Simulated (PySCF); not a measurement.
This script is equivalent to a calculation on B⁺ (boron, charge +1).

```python
from pyscf import gto, scf, dft, mp, cc
import basis_set_exchange as bse
mol = gto.M(atom="B 0 0 0", charge=1, spin=0, symmetry="D2h",
            basis=gto.basis.parse(bse.get_basis("cc-pVTZ", elements=["B"], fmt="nwchem", header=False)))
mf = dft.UKS(mol, xc="M062X")
mf.irrep_nelec = {'Ag': (2, 2)}
mf.kernel()
```

What total energy does it give?

-24.345 hartree (calculated).

Which occupied shell lies highest, and where?

2s, at -22.019 eV.
